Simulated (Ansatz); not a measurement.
`OC([SiH3])(S)S` + `CB(C)N` → `CB(C)N[SiH3]` + `OC(S)S`  (ligand exchange at the Si–C bond)

Computed with Ansatz on PBE0-D4/def2-TZVP structures; ΔE is electronic, products minus reactants. CCSD(T)/CBS is the MP2 limit (def2-TZVPP, def2-QZVPP) plus CCSD(T) − MP2 in def2-TZVPP, frozen cores. DFT in def2-TZVPP. HSE06 is defined as in plane-wave codes. Each species was taken in one conformer, which may not be the lowest.

```tsv
level	ΔE (kJ/mol)
ωB97X-V	-61.7
PBE0	-60.8
HSE06	-60.7
LC-ωPBE	-61.4
RPA@PBE/def2-TZVPP	-61.8
HF/def2-SVP	-73.2
CCSD(T)/def2-TZVPP	-62.9
MP2/def2-QZVPP	-60.4
```

(1) What does CCSD(T)/CBS give? (Best estimate.)

Largest T1 diagnostic among the species: 0.013.

## Answers

(1) The calculation gave: -61.3 kJ/mol. The listed levels differ from it by -0.4, 0.5, 0.6, -0.1, -0.5, -11.9, -1.6, 0.9 kJ/mol.

From BLYP to BHLYP (50 % exact exchange), in def2-TZVPP and without D4, ΔE moves by −10.4 kJ/mol. At CCSD(T), def2-SVP lies +8.8 kJ/mol from the extrapolated value and def2-TZVPP −1.5 kJ/mol.
